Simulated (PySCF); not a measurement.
GeO₃, SMILES [O]1[O][Ge]1=[O]. Coordinates come from a PBE0-D3(BJ)/def2-SVP optimisation.

All values below come from PBE0-D3(BJ)/def2-SVP in PySCF.

Harmonic wavenumbers (cm⁻¹): 199, 203, 597, 662, 861, 1048. Rotational constants (GHz): 24.76, 4.381, 3.722; symmetry number 2.

Task: Work out the zero-point energy and the ideal-gas rigid-rotor harmonic-oscillator thermochemistry at 298.15 K and 1 atm.

Result: ZPE = ½ Σ hcν = ½ × 3570 cm⁻¹ = 5.10 kcal/mol. H − E(el) = 8.42 kcal/mol. Entropy in cal/(mol K): translation 40.28, rotation 22.81, vibration 5.30, total 68.39. G − E(el) = -11.97 kcal/mol. Cp = 14.45 cal/(mol K).
